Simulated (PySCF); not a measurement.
# Electron correlation in I³⁺ (iodine, charge +3)

[Kr] 4d10 5s2 5p2, high-spin 3P determinant. Calculation: PySCF 2.14, in aug-cc-pVDZ-PP with ECP28MDF (5s4p3d, 32 functions); scalar relativity through the core potential. Frozen: 4s2 4p6 4d10; 4 electrons correlated.

```tsv
level	correlation energy (mhartree)
CCSD	-50.78
(T)	-0.43
CCSD(T)	-51.21
CCSDT	-51.34
FCI	-51.36
```

Diagnostics: T1 = 0.0054, D1 = 0.0146, largest double amplitude 0.092, weight of the Hartree-Fock determinant in FCI 0.9634 (40733 determinants).

Cost of the coupled-cluster step: about 0.25 core-seconds, for 4 correlated electrons.

Iterations:

```
CC2 = 0
CCSD nocc = (np.int64(3), np.int64(1)), nmo = (23, 23)
frozen orbitals [[0, 1, 2, 3, 4, 5, 6, 7, 8], [0, 1, 2, 3, 4, 5, 6, 7, 8]]
max_cycle = 100
direct = 0
conv_tol = 1e-08
conv_tol_normt = 1e-06
diis_space = 8
diis_start_cycle = 0
Init t2, MP2 energy = -0.037053118805385
Init E_corr(UCCSD) = -0.0370531188064498
cycle = 1  E_corr(UCCSD) = -0.0467131629791226  dE = -0.00966004417  norm(t1,t2) = 0.0395212
cycle = 2  E_corr(UCCSD) = -0.0494170487817641  dE = -0.0027038858  norm(t1,t2) = 0.0137176
cycle = 3  E_corr(UCCSD) = -0.0507900289939626  dE = -0.00137298021  norm(t1,t2) = 0.00554942
cycle = 4  E_corr(UCCSD) = -0.0507748972432298  dE = 1.51317507e-05  norm(t1,t2) = 0.000789231
cycle = 5  E_corr(UCCSD) = -0.0507804358710172  dE = -5.53862779e-06  norm(t1,t2) = 8.9642e-05
cycle = 6  E_corr(UCCSD) = -0.0507789180369045  dE = 1.51783411e-06  norm(t1,t2) = 1.15432e-05
cycle = 7  E_corr(UCCSD) = -0.0507794400326414  dE = -5.21995737e-07  norm(t1,t2) = 1.71035e-06
cycle = 8  E_corr(UCCSD) = -0.050779301438326  dE = 1.38594315e-07  norm(t1,t2) = 4.39961e-07
cycle = 9  E_corr(UCCSD) = -0.0507793084651664  dE = -7.02684048e-09  norm(t1,t2) = 7.01434e-08
UCCSD converged
E(UCCSD) = -292.6092151849811  E_corr = -0.05077930846516644
UCCSD(T) correction = -0.000425621485450557
```
